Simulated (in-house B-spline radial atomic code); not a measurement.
Ionising P⁷⁺ with different functionals

Computed with an all-electron radial atomic-structure program (B-spline basis): non-relativistic Hamiltonian, point nucleus, spin-polarised at highest spin, spherical fractional occupations for the functionals, the average over the highest-spin determinants for Hartree-Fock. The ionisation energy is the difference of two self-consistent energies, [He] 2s2 2p4 → [He] 2s2 2p3, without Breit or QED terms; ε is the level of the shell that loses the electron (its least bound occupied spin orbital).

Hybrids are left out here: with spherical fractional occupations of an open shell their exact exchange keeps a self-interaction that integer-occupation calculations don't have.

```json
{"method": "Hartree-Fock", "rung": "Hartree-Fock", "ΔSCF (eV)": "307.34", "-ε(2p) (eV)": "309.54"}
{"method": "LDA VWN5", "rung": "LDA", "ΔSCF (eV)": "308.66", "-ε(2p) (eV)": "286.19"}
{"method": "LDA PW92", "rung": "LDA", "ΔSCF (eV)": "308.65", "-ε(2p) (eV)": "286.17"}
{"method": "LDA exchange-only", "rung": "LDA", "ΔSCF (eV)": "305.46", "-ε(2p) (eV)": "283.28"}
{"method": "PBE", "rung": "GGA", "ΔSCF (eV)": "308.69", "-ε(2p) (eV)": "286.17"}
{"method": "PBEsol", "rung": "GGA", "ΔSCF (eV)": "?", "-ε(2p) (eV)": "?"}
{"method": "BLYP", "rung": "GGA", "ΔSCF (eV)": "?", "-ε(2p) (eV)": "?"}
{"method": "RPBE", "rung": "GGA", "ΔSCF (eV)": "308.38", "-ε(2p) (eV)": "285.97"}
{"method": "PW91", "rung": "GGA", "ΔSCF (eV)": "308.98", "-ε(2p) (eV)": "286.49"}
{"method": "BP86", "rung": "GGA", "ΔSCF (eV)": "308.97", "-ε(2p) (eV)": "286.46"}
{"method": "AM05", "rung": "GGA", "ΔSCF (eV)": "307.92", "-ε(2p) (eV)": "285.63"}
{"method": "OLYP", "rung": "GGA", "ΔSCF (eV)": "307.97", "-ε(2p) (eV)": "285.93"}
{"method": "TPSS", "rung": "meta-GGA", "ΔSCF (eV)": "308.18", "-ε(2p) (eV)": "286.15"}
{"method": "SCAN", "rung": "meta-GGA", "ΔSCF (eV)": "307.26", "-ε(2p) (eV)": "285.91"}
{"method": "r2SCAN", "rung": "meta-GGA", "ΔSCF (eV)": "307.15", "-ε(2p) (eV)": "285.85"}
{"method": "M06-L", "rung": "meta-GGA", "ΔSCF (eV)": "307.08", "-ε(2p) (eV)": "285.56"}
{"method": "revTPSS", "rung": "meta-GGA", "ΔSCF (eV)": "307.69", "-ε(2p) (eV)": "285.74"}
```

(1) What does BLYP give?

(2) What does PBEsol give?

(3) How do they compare with the NIST value?

Answers

(1) ΔSCF 308.91 eV, and -ε(2p) = 286.29 eV.

(2) ΔSCF 308.16 eV, and -ε(2p) = 285.78 eV.

(3) NIST lists 309.6 eV ± 0.1 (semi-empirical, ground level to ground level). Errors run from -4.14 to -0.62 eV; PW91 is closest (-0.62 eV), though others lie within the uncertainty of it, and part of that can be cancellation, since the calculations leave out relativity, Breit-QED terms, multiplet and fine-structure energies. Hartree-Fock also lacks correlation.
